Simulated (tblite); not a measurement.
C₅H₅BrOSSi.
Cartesian coordinates in Å at the GFN2-xTB level; atoms count from 1:
```xyz
14
C5H5BrOSSi angstrom
O      3.769    1.157   -0.319
C      2.921    0.393    0.006
Br     3.489   -1.294    0.902
C      1.504    0.479   -0.140
C      0.501   -0.386    0.232
C     -0.788    0.075   -0.088
Si    -2.378   -0.877    0.270
C     -0.730    1.297   -0.705
S      0.852    1.904   -0.908
H      0.686   -1.325    0.722
H     -2.201   -1.573    1.542
H     -3.467    0.096    0.339
H     -2.596   -1.825   -0.823
H     -1.560    1.881   -1.054
```

Computed with GFN2-xTB (tblite): harmonic, unscaled wavenumbers at the GFN2-xTB geometry, gas phase. This tight-binding method is rough: wavenumbers can miss measured ones by several per cent, in bad cases by 10 to 20. Modes of hydrogen on silicon can be 10 to 20 % off. One conformer, not necessarily the lowest. The optimisation stopped once no atom felt more than 0.01 eV/Å.

Lowest wavenumbers of the output (negative numbers stand for imaginary wavenumbers):
```
mode    cm-1
  1     -22.7
  2      45.0
  3      86.9
  4     107.5
  5     185.1
  6     199.2
  7     226.9
  8     320.2
  9     387.4
 10     401.8
 11     466.7
 12     500.8
 13     548.7
 14     596.6
 15     608.6
```

**Question.** Is this structure a minimum?

**Answer.** Not by this Hessian. 1 mode is imaginary beyond 20i (23i cm⁻¹), so at this level the point lies at or near a first-order saddle. The curvature is small, so loose convergence or finite differences may be the whole cause.

**Question.** Which atoms move in the imaginary mode?

**Answer.** 23i: H13 (Si–H hydrogen) 35 %, H11 (Si–H hydrogen) 32 %, H12 (Si–H hydrogen) 32 %. These are shares of the mass-weighted motion.

**Question.** What is the remedy?

**Answer.** Step along that mode in both directions, optimise again with tighter thresholds and repeat the frequencies. The zero-point energy of this point (49.1 kcal/mol) counts the 35 real modes alone, and thermal corrections from it aren't those of a minimum.
